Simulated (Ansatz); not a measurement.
Consider the atomization: `SB1[SiH2][SiH2]1` → B• + 5 H• + S• + 2 Si•.

Gas-phase electronic energies from Ansatz, PBE0-D4/def2-TZVP geometries. CCSD(T)/CBS is the MP2 limit (def2-TZVPP, def2-QZVPP) plus CCSD(T) − MP2 in def2-TZVPP, frozen cores. This one scheme is used for every species, atoms too. Functionals use def2-TZVPP. HSE06 is defined as in plane-wave codes. No spin–orbit coupling; open shells (•) take unrestricted orbitals. Spin–orbit coupling would lower the free atoms: a little for B, S, Si. One conformer a species, not always the lowest.

`SB1[SiH2][SiH2]1`:

Z-matrix (Å, degrees):
```
Si
B 1 1.957
Si 1 2.377 2 52.4
H 1 1.485 2 123.8 3 122.9
H 1 1.484 2 119.5 3 -81.0
S 2 1.756 1 128.8 3 -138.3
H 3 1.483 1 101.2 2 -118.3
H 3 1.485 1 135.0 2 102.7
H 6 1.349 2 100.9 1 148.8
```

| level | ΔE (kJ/mol) |
| --- | --- |
| B2PLYP | 2627.4 |
| r2SCANh | 2693.1 |
| HSE06 | 2668.9 |
| LC-ωPBE | 2638.8 |
| CCSD(T)/def2-SVP | 2487.7 |
| MP2/def2-TZVPP | 2600.7 |
| CCSD(T)/def2-TZVPP | 2590.2 |
| HF/def2-QZVPP | 1947.4 |

What does CCSD(T)/CBS give? (Best estimate.)

Computed: +2666.6 kJ/mol. The listed levels differ from it by -39.2, 26.5, 2.3, -27.8, -178.9, -65.9, -76.4, -719.2 kJ/mol.

Largest T1 diagnostic among the species: 0.018.

At CCSD(T), def2-SVP lies −178.9 kJ/mol from the extrapolated value and def2-TZVPP −76.3 kJ/mol: correlation converges slowly with the basis, and small sets miss more of it in the bonded molecule than in its fragments. In def2-TZVPP, CCSD(T) changes the Hartree–Fock value by +645.2 kJ/mol (the triples alone add +47.8 kJ/mol) and MP2 by +655.7 kJ/mol; breaking electron pairs costs correlation energy, which Hartree–Fock lacks.

For atomizations the MP2-based limit and the directly extrapolated one differ by several kJ/mol either way, and by 10 to 25 for some Ge, Se and Sn compounds, so smaller differences from it don't rank the levels.
